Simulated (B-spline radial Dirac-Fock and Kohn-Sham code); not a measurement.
# Dipole and non-dipole photoemission parameters of Fe³⁺ 2s

System: Fe³⁺, configuration [Ar] 3d5; threshold 883.8 eV (orbital energy of the model). The computed values come from a radial B-spline solver: Dirac-Hartree-Slater photoionisation with a Latter tail; cross sections with all multipoles, angular parameters from the dipole term and its interference with E2.

For linearly polarised light dσ/dΩ = σ/(4π) [1 + β P₂(cos θ) + (δ + γ cos²θ) sin θ cos φ], with θ from the polarisation vector and φ the angle between the beam and the projection of the electron momentum on the plane normal to the polarisation.

```csv
hν (eV),σ (kb),β,γ
1253.6,82.8,1.999,0.047
1260,82.1,1.999,0.042
1450,64.9,1.999,-0.038
1640,52.4,1.999,-0.059
2590,22.1,2.000,0.097
2620,21.6,2.000,0.104
3570,11.3,2.000,0.339
4290,7.59,1.999,0.511
7050,2.40,1.999,1.073
7630,?,?,?
9251.7,1.24,1.999,1.436
12000,0.639,1.999,1.822
13300,0.489,1.999,1.986
15000,0.357,1.999,2.186
```

Task: Give the values at 7630 eV.

Result: σ = 1.99 kb, β = 1.999, γ = 1.174. For an s subshell δ is negligible.
